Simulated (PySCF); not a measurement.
H6NSi2, SMILES [SiH3]N[SiH2], multiplicity 2. The structure is a stationary point at PBE-D3(BJ)/def2-SVP. The isomer is the one that the SMILES or the coordinates give; other isomers of the formula were not compared.

Computed equilibrium geometry at PBE-D3(BJ)/def2-SVP (PySCF confirms it by a frequency run) as a Z-matrix:
```
N
H 1 1.0269
Si 1 1.7608 2 115.30
Si 1 1.7621 2 114.65 3 166.13
H 3 1.5012 1 107.04 2 -171.10
H 3 1.5057 5 110.40 1 -119.25
H 3 1.5086 5 108.79 6 -117.71
H 4 1.5117 1 106.53 2 162.74
H 4 1.5155 8 110.26 1 117.09
```
Charge 0, spin multiplicity 2.
